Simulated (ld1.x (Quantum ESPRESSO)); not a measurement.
Values are calculated unless marked as measured or tabulated.
Potentials for Li (Z = 3) compared

Generated with ld1.x 7.5 (TM, RRKJ, ultrasoft, PAW), atompaw 4.2 or ONCVPSP 4.0.1. The cutoff is in Ry: for ld1.x and atompaw files where the sum of valence levels is converged to 10 mRy in a Bessel basis, for ONCV files where the hardest occupied wave has 1 mHa per electron of residual kinetic energy. The error is the largest all-electron minus pseudo excitation energy over each file’s own four to seven test configurations (ionisations up to +4, promotions, holes and added fractions of an electron), all of which were solved. The labels leave out finer settings (local radius, basis sizes, second energies), which also bear on the numbers. Spin-polarised tests are not counted. The rows are a selection from randomly drawn settings: files with unsolved tests, undetermined cutoffs or missed reference levels are left out.

```tsv
potential	cutoff (Ry)	largest error (meV)	bound ghosts
ultrasoft, LDA (PZ), scalar-relativistic, rc 2.85/4.30 (sp), local smoothed, core correction yes, reference 2s1 2p0	6	+0.9	none
TM, LDA (PZ), scalar-relativistic, rc 3.35/4.20/4.10 (spd), local smoothed, core correction no, reference 2s0.75 2p0	6	+2.1	none
TM, PBE, non-relativistic, rc 2.80/4.20/4.55 (spd), local smoothed, core correction no, reference 2s0.5 2p0	6	+6.1	none
RRKJ, PBE, non-relativistic, rc 2.35/4.20/3.70 (spd), local s, core correction no, reference 2s0.75 2p0	6	+2.1	none
TM, BLYP, scalar-relativistic, rc 1.80/4.20 (sp), local s, core correction no, reference 2s0.5 2p0	6	+18	none
```

Q: Fill in the row for Li: TM, PBEsol, fully relativistic, rc 2.00/4.20/4.10 (spd), local s, core correction yes, reference 2s0 2p1.

A: cutoff 6 Ry, largest error -6.6 meV, bound ghosts: none.
